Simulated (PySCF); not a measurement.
PySCF 2.14 output of an unrestricted r2SCAN calculation on a single atom or ion in aug-cc-pVDZ-DK, with the spin-free X2C one-electron Hamiltonian (Gaussian nucleus):

```
SCF conv_tol = 1e-09
number electrons alpha = 14  beta = 12
    J. W. Furness, A. D. Kaplan, J. Ning, J. P. Perdew, and J. Sun.,  J. Phys. Chem. Lett. 11, 8208-8215 (2020)
    J. W. Furness, A. D. Kaplan, J. Ning, J. P. Perdew, and J. Sun.,  J. Phys. Chem. Lett. 11, 9248-9248 (2020)
    J. W. Furness, A. D. Kaplan, J. Ning, J. P. Perdew, and J. Sun.,  J. Phys. Chem. Lett. 11, 8208-8215 (2020)
    J. W. Furness, A. D. Kaplan, J. Ning, J. P. Perdew, and J. Sun.,  J. Phys. Chem. Lett. 11, 9248-9248 (2020)
cycle= 1 E= -1652.34916506213  delta_E= -0.00441  |g|= 0.0455  |ddm|= 0.0994
cycle= 2 E= -1652.34903516946  delta_E= 0.00013  |g|= 0.0542  |ddm|= 0.0708
cycle= 3 E= -1652.34948236762  delta_E= -0.000447  |g|= 0.000429  |ddm|= 0.0391
cycle= 4 E= -1652.34948242852  delta_E= -6.09e-08  |g|= 3.81e-05  |ddm|= 0.000589
cycle= 5 E= -1652.34948242907  delta_E= -5.5e-10  |g|= 3.53e-07  |ddm|= 7.5e-05
converged SCF energy = -1652.34948242907  <S^2> = 2.0008056  2S+1 = 3.000537
```

The run itself started from symmetry-adapted Hartree-Fock orbitals and held the occupation by maximum overlap, on a logarithmic radial grid, so the iterations belong to that start.

Task: Which element, charge and spin multiplicity is this?

Result: Cu³⁺ (copper, charge +3), multiplicity 3; the state was [Ar] 3d8, high-spin 3F determinant.
